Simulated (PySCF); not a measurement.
## Energy of Zn²⁺ (zinc, charge +2) between two integer charges

The 3d beta orbital of [Ar] 3d10 is emptied in steps (occupation f), with all orbitals relaxed, ending at [Ar] 3d9. Calculation: PySCF 2.14, in aug-cc-pVTZ-PP with ECP10MDF (6s6p5d3f2g, 88 functions); a scalar-relativistic core potential. The exact energy is a straight line in f; departures are measured from the line between the end points of the same method.

```json
{"f": "1", "HSE06 (eV)": "0.000"}
{"f": "0.8", "HSE06 (eV)": "-1.000"}
{"f": "0.6", "HSE06 (eV)": "-1.510"}
{"f": "0.4", "HSE06 (eV)": "-1.519"}
{"f": "0.2", "HSE06 (eV)": "-1.018"}
{"f": "0", "HSE06 (eV)": "0.000"}
```

**Question.** For HSE06, how does the orbital energy at f = 1 compare with the removal energy?

**Answer.** −ε = 33.380 eV against a total-energy difference of 39.591 eV. By Janak's theorem ε = ∂E/∂f, so the gap between them reflects the curvature. Along the path −ε is 35.802 (f = 0.8), 38.284 (f = 0.6), 40.813 (f = 0.4), 43.382 (f = 0.2) eV.

Reference removal energy between the ground levels: 39.723 eV (measured; NIST Atomic Spectra Database, ionization energies). The calculation has no spin-orbit coupling.
